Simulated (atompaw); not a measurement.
# u(r) = r·R(r): atom against pseudo-atom (Yb (Z = 70))

Columns: radius, all-electron u(r) and pseudo u(r) of the 6s shell (level -24.24 eV) of ytterbium in the configuration [Kr] 4d10 4f13 5s2 5p6 5d0 6s0 6p0; PBE, scalar-relativistic, PAW (atompaw) scheme, atompaw 4.2.0.5.

```json
{"r (bohr)": "0.110", "all-electron": "-0.0632", "pseudo": "-0.1198"}
{"r (bohr)": "0.219", "all-electron": "-0.0662", "pseudo": "-0.2312"}
{"r (bohr)": "0.329", "all-electron": "0.1932", "pseudo": "-0.3293"}
{"r (bohr)": "0.438", "all-electron": "0.1990", "pseudo": "-0.4065"}
{"r (bohr)": "0.548", "all-electron": "0.0268", "pseudo": "-0.4596"}
{"r (bohr)": "0.658", "all-electron": "-0.1682", "pseudo": "-0.4844"}
{"r (bohr)": "0.767", "all-electron": "-0.3052", "pseudo": "-0.4800"}
{"r (bohr)": "0.877", "all-electron": "-0.3670", "pseudo": "-0.4468"}
{"r (bohr)": "0.987", "all-electron": "-0.3601", "pseudo": "-0.3869"}
{"r (bohr)": "1.096", "all-electron": "-0.3023", "pseudo": "-0.3052"}
{"r (bohr)": "1.206", "all-electron": "-0.2100", "pseudo": "-0.2053"}
{"r (bohr)": "1.315", "all-electron": "-0.0996", "pseudo": "-0.0947"}
{"r (bohr)": "1.425", "all-electron": "0.0194", "pseudo": "0.0222"}
{"r (bohr)": "1.535", "all-electron": "0.1373", "pseudo": "0.1384"}
{"r (bohr)": "1.644", "all-electron": "0.2475", "pseudo": "0.2478"}
{"r (bohr)": "1.754", "all-electron": "0.3484", "pseudo": "0.3484"}
{"r (bohr)": "1.863", "all-electron": "0.4360", "pseudo": "0.4360"}
{"r (bohr)": "1.973", "all-electron": "0.5110", "pseudo": "0.5110"}
{"r (bohr)": "2.083", "all-electron": "0.5725", "pseudo": "0.5725"}
{"r (bohr)": "2.192", "all-electron": "0.6206", "pseudo": "0.6206"}
{"r (bohr)": "2.302", "all-electron": "0.6570", "pseudo": "0.6570"}
{"r (bohr)": "2.412", "all-electron": "0.6821", "pseudo": "0.6821"}
{"r (bohr)": "2.521", "all-electron": "0.6970", "pseudo": "0.6970"}
{"r (bohr)": "2.631", "all-electron": "0.7031", "pseudo": "0.7031"}
{"r (bohr)": "2.740", "all-electron": "0.7012", "pseudo": "0.7012"}
{"r (bohr)": "2.850", "all-electron": "0.6925", "pseudo": "0.6925"}
```

How many radial nodes do the two functions have?

The all-electron 6s function has n − l − 1 = 5 (the table is too coarse to show those close to the nucleus); the pseudo-wave has 1, since 1 lower shell of the same l stays in the valence.

At about which radius was the pseudo-wave matched?

1.90 bohr. The columns agree to 0.0005 from 1.64 bohr on; several derivatives are matched, so the curves merge somewhat inside the radius.

Is the pseudo-wave norm-conserving?

No, it belongs to a PAW set: the norm inside the radius is not constrained, and the difference is carried by the augmentation charge.
